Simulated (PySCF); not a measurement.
Delta-SCF ions had no search for a lower state. Excitations are Tamm–Dancoff values on a coarser integration grid. The basis has no diffuse functions, so Rydberg states are missing or too high.

Cartesian coordinates (Å):
```xyz
8

C      1.8824     0.0542    -0.1796
B      0.5078    -0.0305    -0.0631
Si    -1.4540    -0.0742     0.1284
H      2.4337     0.9669     0.0332
H      2.5050    -0.7809    -0.4899
H     -1.8361     1.2915     0.5804
H     -2.1408    -0.3665    -1.1555
H     -1.8980    -1.0605     1.1461
```
Charge 0, spin multiplicity 1.

### Question
What brightest of the four lowest singlets (TDA), vertical ionisation energy (Delta-SCF), LUMO, HOMO, HOMO–LUMO gap, dipole moment, S1 excitation (TDA) and total energy does r2SCAN-D4/def2-TZVP (PySCF) give?

### Answer

| Property | Result |
|---|---|
| brightest of the four lowest singlets (TDA) | 6.22 eV |
| vertical ionisation energy (Delta-SCF) | 8.84 eV |
| LUMO | -2.62 eV |
| HOMO | -5.88 eV |
| HOMO–LUMO gap | 3.25 eV |
| dipole moment | 0.34 D |
| S1 excitation (TDA) | 3.15 eV |
| total energy | -355.3367 Ha |
